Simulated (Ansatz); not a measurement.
Task: Predict a relaxed structure of SrSe₂⁻ (the lowest doublet isomer of a short search), charge -1, doublet, at PBE-D4/def2-TZVPD (Ansatz).

Result: 
Cartesian coordinates in Å:
```
Sr -0.009 0.001 -0.011
Se 2.040 0.660 -1.701
Se -2.030 -0.661 1.712
```
Point group D∞h (tolerance 0.1 Å). This is one stationary point.

In the def2 sets Sr takes a core potential; there is no spin–orbit coupling. The relaxation made no stability test and no search for a lower SCF solution. The structure comes from a short search, and lower isomers may exist.
